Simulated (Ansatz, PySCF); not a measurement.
The pair A = CH3Cl (SMILES CCl) (first 5 atoms), B = H2 (SMILES [H][H]); geometry from B3LYP-D3(BJ)/def2-TZVP.
(charge 0, multiplicity 1):
```xyz
7

C     -0.269     1.080    -0.428
Cl    -0.152    -0.703    -0.270
H     -1.200     1.317    -0.935
H     -0.256     1.512     0.569
H      0.581     1.428    -1.007
H     -0.096     0.407     3.249
H     -0.089    -0.049     2.660
```

MP2 and its Hartree–Fock in aug-cc-pV(Q+d)Z are density fitted. Rows in 6-31G* carry no dispersion term and start afresh at each structure (6-31G* with six Cartesian d functions).

Run with Ansatz (Gaussian basis) for Hartree–Fock, density functionals and correlated methods; PySCF for 6-31G* rows. Values without a source in brackets are computed.

Total energies (hartree), monomers frozen at their geometry in the pair:

```csv
structure,HF/aug-cc-pV(Q+d)Z,PBE/def2-TZVPPD,B3LYP/6-31G*
AB,-500.2883611,-501.0592756,-501.2841583
A in the pair's basis,-499.1553207,-499.8923307,-500.1086604
B in the pair's basis,-1.1334308,-1.1661428,-1.1755665
A,-499.1553131,-499.8923045,-500.1084499
B,-1.1334303,-1.1661338,-1.1754790
```

Question: Work out the interaction energy without and with the counterpoise correction, and the superposition error, for each level.

Answer: 
E(AB) − E(A) − E(B), times 627.509 kcal/mol, with the monomers in their own basis and then in the pair's basis:
- HF/aug-cc-pV(Q+d)Z: 0.24 uncorrected, 0.24 corrected; the monomers gain 0.01 kcal/mol from borrowed functions
- PBE/def2-TZVPPD: -0.53 uncorrected, -0.50 corrected; the monomers gain 0.02 kcal/mol from borrowed functions
- B3LYP/6-31G*: -0.14 uncorrected, 0.04 corrected; the monomers gain 0.19 kcal/mol from borrowed functions

Ansatz is a first-principles code.
